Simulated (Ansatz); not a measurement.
SnH2Me(OtBu) (C5H14OSn), 21 atoms. Hardware: 4 threads of AMD EPYC 9R45 on a shared host.

In the def2 sets Sn takes a core potential; there is no spin–orbit coupling. Correlated methods freeze 10 core orbitals; core or outer-core shells of Sn are correlated, in sets that lack core-valence functions.

(1) How many basis functions does each of these Ansatz runs have, and roughly what does it cost? PBE-D4/def2-SVP, charge 0 singlet, energy, from earlier orbitals; PBE0-D4/def2-TZVP, charge 0 singlet, energy, from earlier orbitals; PBE-QIDH/def2-TZVP, charge 0 singlet, energy, from earlier orbitals; MP2/def2-TZVP, charge 0 singlet, energy, from earlier orbitals; PBE-D4/def2-TZVP, charge 0 singlet, energy and forces, from earlier orbitals; PBE-D4/def2-SVP, charge 0 singlet, relaxation, 6 steps; LC-ωPBE/def2-TZVP, charge 0 singlet, energy, from earlier orbitals; r2SCAN0-D4/def2-TZVP, charge 0 singlet, energy, from earlier orbitals; PBE0-D4/def2-SVP, charge 0 singlet, energy, from earlier orbitals; RPA@PBE/def2-TZVP, charge 0 singlet, energy, from earlier orbitals; r2SCAN-D4/def2-TZVP, charge 0 singlet, energy, from earlier orbitals.

## Answers

(1) Other jobs shared the machine, so times can vary by a factor of up to 3. A dash marks memory too small to be measured apart from the calling script's.

| run | functions | fitting or Cholesky vectors | wall time | peak host memory (GiB) |
| --- | --- | --- | --- | --- |
| PBE-D4/def2-SVP, charge 0 singlet, energy, from earlier orbitals | 180 | 2036 | 1.1 s | – |
| PBE0-D4/def2-SVP, charge 0 singlet, energy, from earlier orbitals | 180 | 2099 | 1.4 s | 0.65 |
| PBE-D4/def2-TZVP, charge 0 singlet, energy and forces, from earlier orbitals | 320 | 2055 | 2.5 s | 0.56 |
| LC-ωPBE/def2-TZVP, charge 0 singlet, energy, from earlier orbitals | 320 | 2055 | 2.6 s | 0.91 |
| PBE0-D4/def2-TZVP, charge 0 singlet, energy, from earlier orbitals | 320 | 2128 | 3.2 s | 1.3 |
| r2SCAN-D4/def2-TZVP, charge 0 singlet, energy, from earlier orbitals | 320 | 2055 | 3.3 s | 0.61 |
| MP2/def2-TZVP, charge 0 singlet, energy, from earlier orbitals | 320 | 2375 | 4.1 s | 1.3 |
| r2SCAN0-D4/def2-TZVP, charge 0 singlet, energy, from earlier orbitals | 320 | 2128 | 4.3 s | 1.3 |
| RPA@PBE/def2-TZVP, charge 0 singlet, energy, from earlier orbitals | 320 | 2375 | 6 s | 1.3 |
| PBE-D4/def2-SVP, charge 0 singlet, relaxation, 6 steps | 180 | 2036 | 6 s | – |
| PBE-QIDH/def2-TZVP, charge 0 singlet, energy, from earlier orbitals | 320 | 2375 | 6.5 s | 1.4 |
